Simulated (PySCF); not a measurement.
A side-by-side comparison of computed properties.

First species: C₈H₇FO₂.
SMILES with atom numbers: `[CH3:1][O:2][c:3]1[cH:4][cH:5][cH:6][c:7]([C:8](=[O:9])[F:10])[cH:11]1` (hydrogens: H12, H13, H14 on C1; H15 on C4; H16 on C5; H17 on C6; H18 on C11)

Second species: C7H13N.
Bonds: C1–C2, C2–C3, C3–N4, N4–C5, C5–C6, C6–C7, N4–C8, C1–C8, C5–C7. Hydrogens: H9, H10 on C1; H11, H12 on C2; H13, H14 on C3; H15 on C5; H16, H17 on C6; H18, H19 on C7; H20, H21 on C8.

Levels: CAM-B3LYP/def2-SVPD for HOMO energy, LUMO energy, HOMO–LUMO gap and static isotropic polarisability; TDDFT CAM-B3LYP/def2-SVPD for lowest singlet excitation; TDA CAM-B3LYP/def2-SVPD for lowest triplet excitation (Tamm–Dancoff). Geometries: PBE0-D3(BJ)/def2-SVP. Each species is one conformer at its optimised geometry, gas phase, non-relativistic unless stated. Electronic properties by PySCF.

Dipoles, sizes and rotational constants follow the conformer. The torsions of the flexible species, by atom-mapped SMILES:
- `[CH3:1][O:2][c:3]1[cH:4][cH:5][cH:6][c:7]([C:8](=[O:9])[F:10])[cH:11]1`: C1–O2–C3–C4 180°, C6–C7–C8–O9 -179°

The conformers of `C1CCN(C2CC2)C1` aren't listed.

(1) Which has the higher S1 energy?

(2) Which of the two has the higher static isotropic polarisability, and by how much?

(3) Which of the two has the higher HOMO–LUMO gap, and by how much?

(4) Which of the two has the higher LUMO energy, and by how much?

(5) Which has the higher HOMO energy?

(6) Which of the two has the higher T1 energy, and by how much?

## Answers

(1) The second: 6.25 eV against 4.53 eV, a difference of 1.72 eV.

(2) The first: 101.8 au against 86.4 au, a difference of 15.4 au.

(3) The second: 9.00 eV against 7.36 eV, a difference of 1.64 eV.

(4) The second: 1.40 eV against -0.91 eV, a difference of 2.31 eV.

(5) The second: -7.60 eV against -8.27 eV, a difference of 0.67 eV.

(6) The second: 6.16 eV against 3.43 eV, a difference of 2.73 eV.

On the first: The vertical singlet–triplet gap S1 − T1 is 1.10 eV (TDDFT singlet less Tamm–Dancoff triplet; S1: HOMO→LUMO, weight 0.87; T1: HOMO→LUMO, weight 0.83). The principal polarisabilities are 60.3, 119.4 and 125.6 au; their mean is the isotropic value.

On the second: The polarisability is 12.81 Å³ as a volume (1 au = 0.148185 Å³), or 1.39 au for each of the 62 electrons. In wavenumbers S1 is 50400 cm⁻¹ (1 eV = 8065.54 cm⁻¹).
